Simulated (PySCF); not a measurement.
Gas-phase reaction: 5 SiH3Br ⇌ 3 HBr + SiH2Br2 + i-Si4H10

Computed with PySCF and rigid-rotor harmonic-oscillator thermochemistry at 1 bar. † marks an energy on the PBE0/def2-TZVP geometry and frequencies; other levels use their own. MP2 and CCSD(T) freeze the core. 6-31G* has spherical d functions here. All species are closed-shell singlets. Br: all electrons, no relativistic terms. MP2 isn't extrapolated to the basis-set limit. CCSD(T) isn't extrapolated to the basis-set limit.

```json
[
 {"level": "BLYP/def2-TZVP†", "ΔH°(298 K), kJ": "239"},
 {"level": "CCSD(T)/def2-SVP†", "ΔH°(298 K), kJ": "[?]"},
 {"level": "HF/6-31G*", "ΔH°(298 K), kJ": "311"},
 {"level": "MP2/def2-TZVPP†", "ΔH°(298 K), kJ": "253"},
 {"level": "PBE0/def2-TZVP", "ΔH°(298 K), kJ": "[?]"},
 {"level": "r2SCAN/def2-TZVP†", "ΔH°(298 K), kJ": "[?]"}
]
```

Problem. What belongs in the gaps?

Solution. 
- CCSD(T)/def2-SVP†, ΔH°(298 K), kJ: 208
- PBE0/def2-TZVP, ΔH°(298 K), kJ: 223
- r2SCAN/def2-TZVP†, ΔH°(298 K), kJ: 232
